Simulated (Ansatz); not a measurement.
**Nudged elastic band run: CuSi16, charge +1**

input.yaml

```yaml
crystal:
  lattice:
    - [0.0, 5.43, 5.43]
    - [5.43, 0.0, 5.43]
    - [5.43, 5.43, 0.0]
  atoms:
    - { symbol: Si, position: [0.00234093, 0.00876985, 0.00262277] }
    - { symbol: Si, position: [0.12325373, 0.139784, 0.12329619] }
    - { symbol: Si, position: [-0.01316184, 0.01050429, 0.50589392] }
    - { symbol: Si, position: [0.11501723, 0.1321645, 0.63002759] }
    - { symbol: Si, position: [0.00720395, 0.51388133, 0.00744895] }
    - { symbol: Si, position: [0.13228914, 0.6348444, 0.13253146] }
    - { symbol: Si, position: [0.00037197, 0.50634743, 0.50505375] }
    - { symbol: Si, position: [0.12708506, 0.62069161, 0.63608261] }
    - { symbol: Si, position: [0.5057127, 0.01072706, -0.01322048] }
    - { symbol: Si, position: [0.62982753, 0.13223113, 0.11511312] }
    - { symbol: Si, position: [0.48867562, -0.00704271, 0.48884429] }
    - { symbol: Si, position: [0.61903285, 0.10427975, 0.61890103] }
    - { symbol: Si, position: [0.50475419, 0.50640254, 0.00060391] }
    - { symbol: Si, position: [0.63595044, 0.62073198, 0.1271248] }
    - { symbol: Si, position: [0.51073692, 0.47554317, 0.51094589] }
    - { symbol: Si, position: [0.62794516, 0.61565715, 0.6281044] }
    - { symbol: Cu, position: [0.35227491, 0.84248561, 0.3519966] }
total_charge: 1
basis:
  ecutwfc: 250.0
kpoints:
  mp_grid: { grid: [2, 2, 2] }
hamiltonian:
  xc: pbe
  pseudopotentials: { kind: paw, azcp: { folder: soft_1 } }
scf:
  occupations: { method: gaussian, width: 0.02 }
  lower_state_search: "off"
  max_iter: 85
neb:
  images: 3
  f_tol: 0.05
  max_iterations: 50
  order_check: false
  final_atoms:
    - { symbol: Si, position: [-0.01891561, -0.00679115, 0.03208879] }
    - { symbol: Si, position: [0.12952587, 0.12590554, 0.11903693] }
    - { symbol: Si, position: [0.00185441, -0.00295094, 0.5074218] }
    - { symbol: Si, position: [0.11333986, 0.1130251, 0.66076353] }
    - { symbol: Si, position: [0.00608208, 0.50339868, -0.01347412] }
    - { symbol: Si, position: [0.12982632, 0.62513363, 0.11859893] }
    - { symbol: Si, position: [0.00205424, 0.49365984, 0.50705175] }
    - { symbol: Si, position: [0.13806093, 0.62494421, 0.61188498] }
    - { symbol: Si, position: [0.50491397, -0.00037571, -0.01306661] }
    - { symbol: Si, position: [0.61189089, 0.13277223, 0.12221554] }
    - { symbol: Si, position: [0.49108473, 0.00103007, 0.50675847] }
    - { symbol: Si, position: [0.62949489, 0.12958211, 0.61246624] }
    - { symbol: Si, position: [0.50518396, 0.5080892, -0.01313973] }
    - { symbol: Si, position: [0.63288853, 0.62672669, 0.11340282] }
    - { symbol: Si, position: [0.50976989, 0.50160153, 0.48695764] }
    - { symbol: Si, position: [0.62966494, 0.6283529, 0.61235742] }
    - { symbol: Cu, position: [0.22004898, 1.24527019, 0.28866775] }
```

Command:

```bash
$ ansatz run input.yaml --threads 1 --pin off --max-ram 3072MiB --backend cpu --events-out ev --progress --plain --runs-dir out
```

Output, in part (warnings, iteration lines):

```
NEB end point (image 0): max|allowed force component| = 4.447e-2 eV/Å (the criterion of neb.relax_end_points is 1.000e-2)
NEB end point (image 4): max|allowed force component| = 3.950e-2 eV/Å (the criterion of neb.relax_end_points is 1.000e-2)
NEB iter   1: max|band force component| = 3.213e0 eV/Å  barrier→ = 1.0557 eV  barrier← = 1.0612 eV  Δτ_max = 0.1373 Å  (46 SCF iters)
NEB iter   2: max|band force component| = 1.369e0 eV/Å  barrier→ = 0.3126 eV  barrier← = 0.3181 eV  Δτ_max = 0.1540 Å  (24 SCF iters)
NEB iter   3: max|band force component| = 5.452e-1 eV/Å  barrier→ = 0.0902 eV  barrier← = 0.0957 eV  Δτ_max = 0.0545 Å  (23 SCF iters)
NEB iter   4: max|band force component| = 2.460e-1 eV/Å  barrier→ = 0.0587 eV  barrier← = 0.0642 eV  CI = image 2  Δτ_max = 0.1967 Å  (21 SCF iters)
NEB iter   5: max|band force component| = 9.970e-2 eV/Å  barrier→ = 0.0769 eV  barrier← = 0.0824 eV  CI = image 2  Δτ_max = 0.0859 Å  (22 SCF iters)
NEB iter   6: max|band force component| = 7.646e-2 eV/Å  barrier→ = 0.0701 eV  barrier← = 0.0756 eV  CI = image 2  Δτ_max = 0.0876 Å  (21 SCF iters)
NEB iter   7: max|band force component| = 5.573e-2 eV/Å  barrier→ = 0.0691 eV  barrier← = 0.0746 eV  CI = image 2  Δτ_max = 0.0138 Å  (20 SCF iters)
NEB iter   8: max|band force component| = 2.274e-2 eV/Å  barrier→ = 0.0682 eV  barrier← = 0.0737 eV  CI = image 2  Δτ_max = 0.0000 Å  (16 SCF iters)
```

The forces met the threshold. The order of the stationary point at the top wasn't checked. The plane-wave cutoff is below what these datasets need, so energies and pressures aren't converged. Limits of this set-up: charged cell in a uniform background, uncorrected.

Final band (atoms are numbered from 1 in the order of the input):

| image | path coordinate (Å) | energy (eV) | Si8–Cu17 (Å) | Si14–Cu17 (Å) | Si15–Cu17 (Å) |
| --- | --- | --- | --- | --- | --- |
| 0 | 0.00 | 0.000 | 2.47 | 2.47 | 2.35 |
| 1 | 0.90 | 0.001 | 2.92 | 2.90 | 2.53 |
| 2 | 1.80 | 0.068 | 3.51 | 3.51 | 3.29 |
| 3 | 2.50 | -0.001 | 4.03 | 4.06 | 4.07 |
| 4 | 3.20 | -0.006 | 4.34 | 4.43 | 4.46 |

The run took 61 s on 1 thread of Intel(R) Xeon(R) 6975P-C (Granite Rapids), with other jobs on the host, peak memory 0.58 GiB.
